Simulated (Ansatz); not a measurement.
Reaction (formal hydrolysis of the Nb–F bond): `[O]=[Nb]([F])([F])[F]` + H₂O → `[O]=[Nb]([OH])([F])[F]` + H–F

Computed with Ansatz on PBE0-D4/def2-TZVP structures; ΔE is electronic, products minus reactants. CCSD(T)/CBS adds triple-zeta CCSD(T) − MP2 to the extrapolated MP2 energy (def2 sets, frozen cores). This one scheme is used for every species. Elements past krypton have def2 core potentials. For Nb outer-core shells are correlated without core-valence functions, which leaves a few kJ/mol of doubt a bond. Each species was taken in one conformer, which may not be the lowest.

| species | CCSD(T)/CBS(def2) energy (Eh) |
| --- | --- |
| `[O]=[Nb]([F])([F])[F]` | -431.71862 |
| H₂O | -76.37941 |
| `[O]=[Nb]([OH])([F])[F]` | -407.69372 |
| H–F | -100.39570 |

**Question.** Work out ΔE.

**Answer.** ΔE = (-407.69372) + (-100.39570) − (-431.71862) − (-76.37941) = 0.00861 Eh = +0.23 eV.

Largest T1 diagnostic among the species: 0.022, so the coupled-cluster value is less sure than usual.

From r2SCAN to r2SCAN0 (25 % exact exchange), in def2-TZVPP and without D4, ΔE moves by −0.04 eV. Leaving LDA and LC-ωPBE aside and taking each functional with its dispersion term where it has one, the values, not all of them listed here, spread over 0.09 eV, from PBE-QIDH to B97M-V. LDA lies −0.08 eV from PBE without D4. In def2-TZVPP, CCSD(T) changes the Hartree–Fock value by −0.06 eV (the triples alone add −0.01 eV) and MP2 by −0.08 eV.
